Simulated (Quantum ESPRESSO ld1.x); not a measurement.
Values are calculated unless marked as measured or tabulated.
Task: Se II, configuration [Ar] 3d9.5 4s2 4p3.5 (fractional occupations, a model configuration). Level of theory: Dirac Kohn-Sham, revPBE, spin-unpolarised, spherical densities, point nucleus; open shells are shared between the two j in proportion to 2j + 1 (ld1.x of Quantum ESPRESSO 7.5). Some entries of the table are withheld. Estimate them.

| orbital | occ. | eigenvalue (eV) | <r^2> (bohr^2) | <r> (bohr) |
|---|---|---|---|---|
| 1s1/2 | 2 | (1) | 0.002616 | 0.04408 |
| 2s1/2 | 2 | -1625.04 | 0.04520 | 0.1956 |
| 2p1/2 | 2 | -1459.40 | 0.03486 | (2) |
| 2p3/2 | 4 | -1417.66 | 0.03632 | (3) |
| 3s1/2 | 2 | -230.264 | (4) | 0.5715 |
| 3p1/2 | 2 | -173.579 | (5) | 0.5790 |
| 3p3/2 | 4 | -167.639 | (6) | 0.5892 |
| 3d3/2 | 3.8 | -70.0431 | 0.4722 | 0.6162 |
| 3d5/2 | 5.7 | -69.1225 | 0.4784 | 0.6203 |
| 4s1/2 | 2 | -28.1907 | 3.328 | (7) |
| 4p1/2 | 1.16667 | (8) | 4.773 | 2.031 |
| 4p3/2 | 2.33333 | (9) | 4.942 | 2.066 |

Result: 
(1) 1s1/2 eigenvalue (eV): -12519.6
(2) 2p1/2 <r> (bohr): 0.1685
(3) 2p3/2 <r> (bohr): 0.1723
(4) 3s1/2 <r^2> (bohr^2): 0.3759
(5) 3p1/2 <r^2> (bohr^2): 0.3930
(6) 3p3/2 <r^2> (bohr^2): 0.4069
(7) 4s1/2 <r> (bohr): 1.708
(8) 4p1/2 eigenvalue (eV): -16.6229
(9) 4p3/2 eigenvalue (eV): -16.1436
